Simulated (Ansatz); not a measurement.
Gas-phase electronic energies from Ansatz, PBE0-D4/def2-TZVP geometries. CCSD(T)/CBS is the MP2 limit (def2-TZVPP, def2-QZVPP) plus CCSD(T) − MP2 in def2-TZVPP, frozen cores. DFT in def2-TZVPP. B3LYP here is the variant with VWN-RPA as its local correlation; programs differ in this. Each species was taken in one conformer, which may not be the lowest.

Consider the formal exchange of groups at a B–B bond: `BCB(B)F` + `CN[SiH3]` → `BCN[SiH3]` + `BCBF`.

`BCB(B)F`:

Z-matrix (Å, degrees):
```
C
B 1 1.581
B 1 1.548 2 108.0
H 1 1.097 2 104.4 3 118.2
H 1 1.093 2 109.4 3 -122.7
F 2 1.336 1 117.2 3 -76.7
B 2 1.679 1 121.9 3 103.5
H 3 1.197 1 120.7 2 -94.6
H 3 1.196 1 120.5 2 82.6
H 7 1.199 2 121.6 1 -86.3
H 7 1.198 2 122.0 1 89.8
```

`CN[SiH3]`:

Cartesian coordinates in Å:
```
C -1.019 0.664 0.689
N -0.518 -0.250 -0.315
Si 1.149 -0.606 -0.508
H -2.054 0.427 0.950
H -0.428 0.561 1.603
H -0.976 1.719 0.388
H -1.107 -0.318 -1.129
H 1.687 -1.085 0.794
H 2.005 0.549 -0.925
H 1.261 -1.660 -1.549
```

`BCN[SiH3]`:

Z-matrix (Å, degrees):
```
C
N 1 1.443
B 1 1.545 2 118.2
H 1 1.112 2 112.6 3 -120.0
H 1 1.103 2 111.3 3 125.4
Si 2 1.713 1 124.6 3 177.4
H 2 1.006 1 114.5 3 10.6
H 3 1.196 1 118.7 2 176.4
H 3 1.200 1 121.8 2 -5.5
H 6 1.486 2 107.3 1 178.2
H 6 1.490 2 110.5 1 58.0
H 6 1.494 2 113.5 1 -61.3
```

`BCBF`:

```xyz
9

B     1.147    0.609    0.209
C    -0.365    0.497   -0.110
B    -0.779   -1.005   -0.126
F    -1.123   -1.584   -1.267
H     1.563    0.249    1.273
H     1.923    1.028   -0.599
H    -0.888    0.884    0.779
H    -0.678    1.016   -1.016
H    -0.800   -1.693    0.856
```

Question: Is it downhill or uphill in electronic energy at CCSD(T)/CBS, and by how much? (Best estimate.)

Answer: Ansatz gave: Downhill: ΔE = -6.6 kcal/mol.

Question: What do these levels give: r2SCAN-D4, B3LYP-D4, ωB97M-V, BHLYP, CCSD(T)/def2-TZVPP, CCSD/CBS(def2)? (Best estimate.)

Answer: Computed: r2SCAN-D4 -6.5, B3LYP-D4 -6.4, ωB97M-V -7.7, BHLYP -6.9, CCSD(T)/def2-TZVPP -6.4, CCSD/CBS(def2) -6.5 kcal/mol.

Largest T1 diagnostic among the species: 0.013.

From BLYP to BHLYP (50 % exact exchange), in def2-TZVPP and without D4, ΔE moves by −0.7 kcal/mol. Leaving LDA and LC-ωPBE aside and taking each functional with its dispersion term where it has one, the values, not all of them listed here, spread over 2.1 kcal/mol, from ωB97M-V to B97M-V. LDA lies −2.2 kcal/mol from PBE without D4.
